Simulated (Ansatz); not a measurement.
The same path of BH$_{7}$N$_{2}$Si$_{2}$ (12 atoms, charge 0, multiplicity 1) was run twice with different band settings. The coordinate that changes most is the height of N1 over the plane of its neighbours.

Theory: RKS PBE-D4/def2-SVP in Ansatz 0.2.0.

Relaxed end points:

```xyz
12
Properties=species:S:1:pos:R:3
N -1.693 0.465 1.197
Si -0.065 -0.046 1.628
Si 1.124 -0.699 -0.296
B 0.227 -0.622 -2.051
N 0.865 0.522 -1.621
H -1.752 1.285 0.585
H -2.299 -0.267 0.813
H -0.176 -1.192 2.599
H 0.605 1.115 2.319
H 2.576 -1.101 -0.165
H -0.396 -0.988 -3.021
H 1.061 1.471 -1.954
```

```xyz
12
Properties=species:S:1:pos:R:3
N -1.707 0.512 0.930
Si -0.121 0.105 1.554
Si 1.030 -0.764 -0.292
B 0.317 -0.612 -2.123
N 1.125 0.408 -1.672
H -2.344 1.050 1.526
H -2.224 -0.227 0.446
H -0.047 -0.893 2.698
H 0.482 1.384 2.078
H 2.358 -1.414 0.017
H -0.288 -0.907 -3.128
H 1.496 1.304 -1.999
```

Common settings: movable images 7; climbing image yes; spring 5.0 eV/Å²; optimiser quadratic models (default); force threshold 0.05 eV/Å; iteration limit 60; end points relaxed.

| run | start path |
| --- | --- |
| 1 | IDPP |
| 2 | straight line |

Task: What does each run give, and how far can it be trusted?

Result: Run 1: converged after 6 iterations, highest image 0.019 eV above the first end. A vibrational analysis at the climbing image gives one clearly imaginary mode, 250i cm⁻¹: a first-order saddle point.
Run 2: converged after 7 iterations, highest image 0.020 eV above the first end. Another band between the same ends (7 images) ends at a top of the same energy, where a vibrational analysis finds 1 clearly imaginary mode.
